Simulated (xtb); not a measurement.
C3H4N, charge +1, singlet, at a GFN2-xTB geometry; GFN0-xTB in xtb 6.7.1.

Here is a job for xtb.
```
$ xtb mol.xyz --gfn 0 --chrg 1 --etemp 10000 --json

# file mol.xyz
8

C     -0.13930086    -1.72220304    -0.00331162
C      0.57724377    -0.58890365     0.00775267
C      0.02427587     0.66938864     0.00086248
H     -1.21884580    -1.72593657    -0.01866445
H      0.35480287    -2.68162891     0.00297254
H      1.66504596    -0.59122777     0.02321822
N     -0.40145166     1.73938060    -0.00436401
H     -0.76415412     2.67343734    -0.00879940
```

Output, abridged:

```
   ID    Z sym.   atoms
    1    6 C      1-3
    2    1 H      4-6, 8
    3    7 N      7

           -------------------------------------------------
          |                Calculation Setup                |
           -------------------------------------------------

           -------------------------------------------------
          |                 G F N 0 - x T B                 |
           -------------------------------------------------

          ...................................................
          :                      SETUP                      :
          :.................................................:
          :  # basis functions                  24          :
          :  # atomic orbitals                  24          :
          :  # shells                           16          :
          :  # electrons                        20          :
          :  electronic temp.        10000.0000000     K    :
          :  accuracy                    1.0000000          :
          :  -> integral cutoff          0.2500000E+02      :
          :  -> integral neglect         0.1000000E-07      :
          ...................................................

         :::::::::::::::::::::::::::::::::::::::::::::::::::::
         ::                     SUMMARY                     ::
         :::::::::::::::::::::::::::::::::::::::::::::::::::::
         :: total energy              -9.716861833571 Eh    ::
         :: gradient norm              0.029268214992 Eh/a0 ::
         :: HOMO-LUMO gap              3.819137971982 eV    ::
         ::.................................................::
         :: H0 energy                -11.300913895415 Eh    ::
         :: repulsion energy           0.252590402237 Eh    ::
         :: electrostat energy         1.341486249420 Eh    ::
         :: -> Gsolv                   0.000000000000 Eh    ::
         ::    -> Gsasa                0.000000000000 Eh    ::
         ::    -> Gshift               0.000000000000 Eh    ::
         :: dispersion energy         -0.001236535119 Eh    ::
         :: short-range corr.         -0.008788054695 Eh    ::
         :: add. restraining           0.000000000000 Eh    ::
         :: total charge               1.000000000000 e     ::
         :::::::::::::::::::::::::::::::::::::::::::::::::::::

           -------------------------------------------------
          |                Property Printout                |
           -------------------------------------------------

    * Orbital Energies and Occupations

         #    Occupation            Energy/Eh            Energy/eV
      -------------------------------------------------------------
         1        2.0000           -0.7222245             -19.6527
         2        1.9997           -0.6453989             -17.5622
         3        1.9994           -0.6253859             -17.0176
         4        1.9986           -0.5993545             -16.3093
         5        1.9957           -0.5627998             -15.3146
         6        1.9885           -0.5317459             -14.4695
         7        1.9795           -0.5134528             -13.9718
         8        1.9747           -0.5066566             -13.7868
         9        1.9573           -0.4898269             -13.3289
        10        1.8332           -0.4445871             -12.0978 (HOMO)
        11        0.2312           -0.3042364              -8.2787 (LUMO)
        12        0.0355           -0.2415585              -6.5731
        13        0.0027           -0.1590243              -4.3273
        14        0.0020           -0.1493486              -4.0640
        15        0.0013           -0.1360069              -3.7009
        16        0.0007           -0.1146098              -3.1187
        17        0.0003           -0.0869872              -2.3670
        18        0.0000            0.0452646               1.2317
        19                          0.1772382               4.8229
        20                          0.2417151               6.5774
        21                          0.3069726               8.3531
       ...                                ...                  ...
        24                          1.1762702              32.0079
      -------------------------------------------------------------
                  HL-Gap            0.1403507 Eh            3.8191 eV
             Fermi-level            0.0000000 Eh            0.0000 eV

     #   Z          covCN         q      C6AA      α(0)
     1   6 C        2.849    -0.210    35.398     9.720
     2   6 C        2.887    -0.069    31.318     9.146
     3   6 C        1.908     0.609    19.520     7.127
     4   1 H        0.926     0.303     0.700     1.309
     5   1 H        0.926     0.307     0.688     1.297
     6   1 H        0.925     0.257     0.851     1.442
     7   7 N        1.772    -0.791    45.000     9.969
     8   1 H        0.861     0.594     0.244     0.774

 Mol. C6AA /au·bohr⁶  :        662.224316
 Mol. C8AA /au·bohr⁸  :      16379.013341
 Mol. α(0) /au        :         40.784318

Wiberg/Mayer (AO) data.
largest (>0.10) Wiberg bond orders for each atom

 ---------------------------------------------------------------------------
     #   Z sym  total        # sym  WBO       # sym  WBO       # sym  WBO
 ---------------------------------------------------------------------------
     1   6 C    3.644 --     2 C    1.623     5 H    0.971     4 H    0.968
     2   6 C    3.757 --     1 C    1.623     3 C    1.171     6 H    0.935
     3   6 C    3.682 --     7 N    2.462     2 C    1.171
     4   1 H    0.975 --     1 C    0.968
     5   1 H    0.977 --     1 C    0.971
     6   1 H    0.971 --     2 C    0.935
     7   7 N    3.493 --     3 C    2.462     8 H    0.922
     8   1 H    0.950 --     7 N    0.922
 ---------------------------------------------------------------------------

Topologies differ in total number of bonds
Writing topology from bond orders to xtbtopo.mol

 dipole moment from electron density (au)
     X       Y       Z
  -0.1896   1.4161  -0.0016  total (Debye):    3.631

           -------------------------------------------------
          | TOTAL ENERGY               -9.716861833571 Eh   |
          | GRADIENT NORM               0.029268214992 Eh/α |
          | HOMO-LUMO GAP               3.819137971982 eV   |
           -------------------------------------------------

normal termination of xtb
```
